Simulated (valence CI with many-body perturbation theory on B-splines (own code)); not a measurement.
**Missing levels of Os63+**

Calculated by relativistic CI+MBPT: three valence electrons over a frozen Dirac-Fock core [Ne], radial functions for each j: 11 s, 11 p, 9 d, 7 f, 5 g, 2 h, 1 i, with the one-electron correlation potential Σ1, the two-electron term Σ2, the three-electron term Σ3, Breit, model QED; selected CI, second order for the rest (own B-spline code, finite nucleus).

No measured spectrum was set against this ion. As an estimate, large intervals hold to a few tenths of a per cent, small ones and those within an open d or f shell to about a per cent.

```csv
Level,E (eV)
(3s^2 3p1/2) J=1/2,0.00
(3s 3p1/2^2) J=1/2,?
(3s^2 3p3/2) J=3/2,413.00
(3s 3p1/2 3p3/2) J=3/2 [a],556.37
(3s 3p1/2 3p3/2) J=5/2,575.28
(3s 3p1/2 3p3/2) J=3/2 [b],596.73
(3s 3p1/2 3p3/2) J=1/2,607.34
(3s^2 3d3/2) J=3/2,655.26
(3s^2 3d5/2) J=5/2,738.79
(3p1/2^2 3p3/2) J=3/2,767.49
(3s 3p1/2 3d3/2) J=3/2 [a],?
(3s 3p1/2 3d3/2) J=5/2,?
(3s 3p1/2 3d3/2) J=1/2,?
(3s 3p1/2 3d3/2) J=3/2 [b],828.12
(3s 3p1/2 3d5/2) J=5/2 [a],?
(3s 3p1/2 3d5/2) J=7/2,901.07
(3s 3p1/2 3d5/2) J=5/2 [b],911.59
(3s 3p1/2 3d5/2) J=3/2,916.43
(3s 3p3/2^2) J=5/2,?
(3p1/2^2 3d3/2) J=3/2,988.41
```

Levels are named by their leading jj configuration (3d3/2^4 stands for four electrons in 3d with j = 3/2), which in mixed levels can hold well under half, so a name can repeat and another be missing. Letters in brackets count levels of one name in rising energy.

(1) The levels stand in rising order. What does the calculation give for the missing energies?

Answers

(1) (3s 3p1/2^2) J=1/2 174.99; (3s 3p1/2 3d3/2) J=3/2 [a] 780.99; (3s 3p1/2 3d3/2) J=5/2 793.15; (3s 3p1/2 3d3/2) J=1/2 820.69; (3s 3p1/2 3d5/2) J=5/2 [a] 886.13; (3s 3p3/2^2) J=5/2 981.59.
